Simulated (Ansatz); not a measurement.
Computed with Ansatz on PBE0-D4/def2-TZVP structures; ΔE is electronic, products minus reactants. CCSD(T)/CBS adds triple-zeta CCSD(T) − MP2 to the extrapolated MP2 energy (def2 sets, frozen cores). Functionals use def2-TZVPP. HSE06 is defined as in plane-wave codes. Each species was taken in one conformer, which may not be the lowest.

Reaction (substitution at a C–N bond): `C[NH][AlH][Cl]` + `[CH3][Al]([OH])[OH]` → `C[O][Al]([CH3])[OH]` + `[NH2][AlH][Cl]`

`C[NH][AlH][Cl]`:

```xyz
9

C    -1.242   -0.155   -0.307
N     0.125   -0.588   -0.101
Al    1.528    0.340    0.410
Cl    1.252    2.386    0.798
H    -1.573   -0.310   -1.340
H    -1.944   -0.679    0.352
H    -1.329    0.912   -0.093
H     0.245   -1.572   -0.291
H     2.938   -0.332    0.572
```

`[CH3][Al]([OH])[OH]`:

Cartesian coordinates in Å:
```
C -1.438 -0.483 -0.032
Al 0.397 0.127 0.003
O 0.940 0.991 1.359
O 1.405 -0.216 -1.319
H -2.131 0.363 -0.019
H -1.648 -1.079 -0.922
H -1.666 -1.090 0.849
H 1.820 1.341 1.479
H 2.320 0.044 -1.399
```

`C[O][Al]([CH3])[OH]`:

Cartesian coordinates in Å:
```
C -0.720 -0.139 -1.947
O 0.310 0.413 -1.185
Al 0.711 0.393 0.457
C -0.342 -0.541 1.789
O 2.103 1.238 0.925
H -0.310 -0.806 -2.714
H -1.431 -0.720 -1.344
H -1.281 0.651 -2.457
H -0.423 -1.607 1.559
H 0.099 -0.444 2.784
H -1.363 -0.150 1.835
H 2.646 1.711 0.296
```

`[NH2][AlH][Cl]`:

```xyz
6

N     0.175    0.199   -0.954
Al   -0.253   -0.055    0.729
Cl    0.916   -1.400    1.836
H    -0.315    0.819   -1.578
H     0.940   -0.252   -1.430
H    -1.464    0.690    1.397
```

```json
{"level": "HSE06-D4", "ΔE (kJ/mol)": "17.8"}
{"level": "HF/def2-TZVPP", "ΔE (kJ/mol)": "7.3"}
```

What does CCSD(T)/CBS give? (Best estimate.)

The calculation gave: +19.3 kJ/mol. The listed levels differ from it by -1.5, -12.0 kJ/mol.

Largest T1 diagnostic among the species: 0.012.

At CCSD(T), def2-SVP lies −5.2 kJ/mol from the extrapolated value and def2-TZVPP −1.3 kJ/mol. Leaving LDA and LC-ωPBE aside and taking each functional with its dispersion term where it has one, the values, not all of them listed here, spread over 6.5 kJ/mol, from BHLYP-D4 to revPBE-D4. In def2-TZVPP, CCSD(T) changes the Hartree–Fock value by +10.6 kJ/mol (the triples alone add +1.2 kJ/mol) and MP2 by +14.1 kJ/mol.
